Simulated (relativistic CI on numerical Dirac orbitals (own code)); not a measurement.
# Fe⁺ in a cubic cluster: 2p photoemission with charge transfer

Computed with a charge-transfer multiplet model of a cubic metal-ligand cluster with up to 2 ligand holes, Slater and spin-orbit integrals from Dirac-Coulomb-Breit ions, Slater integrals scaled by 0.8. The parameters are those of a tetrahedral site (10Dq negative, t2 hopping the larger). The ground state mixes d7 with configurations of k ligand holes L, whose averages lie at kΔ + k(k − 1)U_dd/2; a core hole lowers each added d electron by U_cd. 20 K, Lorentzian 0.6 eV and Gaussian 0.8 eV FWHM.

Atomic integrals in eV (Slater integrals scaled, ζ unscaled), ground: F2dd 7.751, F4dd 4.773, zeta_d 0.042; with the core hole: F2dd 9.374, F4dd 5.826, zeta_d 0.067, zeta_core 8.135, F2cd 5.460, G1cd 4.059, G3cd 2.306.

Cluster parameters (eV): U_dd = 7.4, U_cd = 9, 10Dq = -0.4, 10Dq(ligand) = 0, V(eg) = 1.32, V(t2g) = -2.25, final-state hopping factor = 0.8.

| Case | n_d | d7 | d8L | d9L2 | S |
| --- | --- | --- | --- | --- | --- |
| Δ = 1.6 eV | 7.44 | 0.59 | 0.38 | 0.03 | 1.50 |
| Δ = 2.6 eV | 7.36 | 0.66 | 0.32 | 0.02 | 1.50 |
| Δ = 4.6 eV | 7.25 | 0.76 | 0.23 | 0.01 | 1.50 |
| Δ = 5.6 eV | 7.20 | 0.80 | 0.19 | 0.01 | 1.50 |
| Δ = 7.6 eV | 7.14 | 0.86 | 0.14 | 0.00 | 1.50 |

Weights, n_d and S are thermal averages at 20 K. Binding energies count from the first peak over 30 % of the highest in each spectrum, which can be another peak from case to case. The parameters are a model scan and need not match a compound or its usual spin state. Peaks in eV (height, largest 100):
- Δ = 1.6 eV: 0.0 (100), 6.8 (31), 8.9 (23), 12.8 (61), 20.0 (20), 24.3 (12)
- Δ = 2.6 eV: 0.0 (100), 6.8 (38), 9.1 (26), 12.9 (59), 20.1 (23), 23.7 (11)
- Δ = 4.6 eV: 0.0 (100), 7.0 (45), 9.5 (19), 13.0 (58), 19.6 (29)
- Δ = 5.6 eV: 0.0 (100), 6.8 (41), 13.1 (58), 19.5 (27)
- Δ = 7.6 eV: 0.0 (100), 6.2 (30), 9.0 (11), 13.2 (60), 19.0 (19)

For the case Δ = 4.6 eV, Δ = 4.6 eV is smaller than U_dd = 7.4 eV, the charge-transfer side of the Zaanen-Sawatzky-Allen scheme. With the core hole the configuration with one ligand hole lies at Δ − U_cd = -7.4, -6.4, -4.4, -3.4, -1.4 eV from the one without, in the order of the table; where this is negative the screened configuration lies lower, though the effective hopping of about 3.0 eV (from the holes of the mixed ground state) mixes the two strongly wherever it is as large as the gap.
